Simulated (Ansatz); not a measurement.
Sn2Au⁺. Total charge 1; triplet. Geometry B3LYP-D4/def2-TZVP, that of the neutral doublet; atoms count from 1.

```xyz
3

Au   -0.563   -0.346   -1.422
Sn    0.800    1.396    0.209
Sn   -0.237   -1.050    1.214
```

In the def2 sets Au, Sn take a core potential; there is no spin–orbit coupling. The structure comes from a short search, and lower isomers may exist.

**Question.** Estimate the Mulliken populations from the PBE0/def2-TZVP orbitals of Ansatz.

**Answer.** 
```json
{"atom": "Au1", "charge (e)": "0.34", "spin (α − β)": "0.01", "d electrons": "9.67"}
{"atom": "Sn2", "charge (e)": "0.33", "spin (α − β)": "0.99", "d electrons": "–"}
{"atom": "Sn3", "charge (e)": "0.33", "spin (α − β)": "0.99", "d electrons": "–"}
```
Mulliken values and Mayer orders depend strongly on the basis.

**Question.** Where does the spin sit?

**Answer.** Summed by element: Au 0.01, Sn 1.99, of 2 unpaired in all. Largest on single atoms: Sn2 0.99, Sn3 0.99, Au1 0.01.

**Question.** And the Mayer bond orders between bonded heavy atoms (over 0.3)?

**Answer.** Au1–Sn2 0.72 (2.75 Å); Au1–Sn3 0.72 (2.75 Å); Sn2–Sn3 1.29 (2.84 Å).
